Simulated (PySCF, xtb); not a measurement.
CH₂FNOSi, SMILES N#CO[SiH2]F.

GFN2-xTB (xtb) at its own geometry gives an orbital gap of 5.77 eV and a dipole moment of 4.53 D.

Geometry optimised at ωB97X-D3(BJ)/def2-SVP. This is a generated structure with no PubChem entry under its InChIKey; it may be hypothetical. One conformer was computed; it need not be the lowest.

### Question
What does r2SCAN/def2-TZVP run with PySCF give? (An estimate is asked for; the answer gives what the named calculation found.)

### Answer
gap 6.85 eV (levels -7.93 and -1.08 eV), dipole 4.55 D.
